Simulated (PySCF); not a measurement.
Compound: C5H5F3N2.
Numbering: `[F:1][C:2]([F:3])([F:4])[CH2:5][c:6]1[n:7][cH:8][cH:9][nH:10]1` (hydrogens: H11, H12 on C5; H13 on C8; H14 on C9; H15 on N10)

Torsions of this conformer, `[F:1][C:2]([F:3])([F:4])[CH2:5][c:6]1[n:7][cH:8][cH:9][nH:10]1`: F1–C2–C5–C6 179°, C2–C5–C6–N7 -130°.

The closed-shell ground state was solved at several levels (PySCF, density fitting, gas phase, non-relativistic). One conformer (not necessarily the lowest) at the PBE0-D3(BJ)/def2-SVP geometry, without solvent, vibrations or thermal averaging.

```
            level  basis functions  HOMO (eV)  LUMO (eV)  gap (eV)  dipole (D)
      B3LYP/pcJ-1              320      -6.59       0.08      6.67        2.78
mPW1PW91/pcSseg-1              195      -6.86       0.27      7.13        2.79
  B3LYP/def2-SVPD              249      -6.66      -0.13      6.53        2.75
```

(1) What might PBE0/pcSseg-1 (195 basis functions) give for the same quantities?

(2) How far do the dipole and the HOMO energy spread over the levels?

Results:

(1) HOMO -6.83 eV, LUMO 0.31 eV, gap 7.14 eV, dipole 2.78 D.

(2) The dipole runs from 2.75 to 2.79 D (mean 2.77 D) and the HOMO from -6.86 to -6.59 eV.
